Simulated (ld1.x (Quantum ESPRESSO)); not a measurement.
# Plane-wave convergence, TM potential for Li

Li, norm-conserving Troullier–Martins (Kleinman–Bylander form), made with ld1.x (Quantum ESPRESSO) 7.5 (PBEsol, scalar-relativistic). Core [He], reference 2s1 2p0. Waves: 2p (bound, empty): rc 4.20 bohr; 3d channel at 0.45 Ry: rc 3.30 bohr; 2s (bound): rc 3.15 bohr. Local part: the s channel. Core correction: none.

The pseudo-atom Hamiltonian at the reference potential is diagonalised in spherical Bessel functions j_l(qr) that vanish at 20 bohr, with q² up to the cutoff. All-electron valence levels (Ry): 2p -0.0776, 2s -0.2074.

Task: How do the lowest levels (Ry) of each channel move with the cutoff, and are there ghosts?

Result:

```json
{"cutoff (Ry)": "8", "p #1": "-0.0775", "d #1": "0.0453", "d #2": "0.1364", "s #1": "-0.2072", "f #1": "0.0988", "f #2": "0.2227", "Σ f·Δε (mRy)": "0.2"}
{"cutoff (Ry)": "10", "p #1": "-0.0775", "d #1": "0.0453", "d #2": "0.1364", "s #1": "-0.2073", "f #1": "0.0988", "f #2": "0.2227", "Σ f·Δε (mRy)": "0.1"}
{"cutoff (Ry)": "400", "p #1": "-0.0775", "d #1": "0.0453", "d #2": "0.1364", "s #1": "-0.2074", "f #1": "0.0988", "f #2": "0.2227", "Σ f·Δε (mRy)": "0.0"}
```

Result: no extra level below or beside the all-electron valence levels (p, d, s, f tested); 10 mRy is reached at 6 Ry and 1 mRy at 6 Ry.
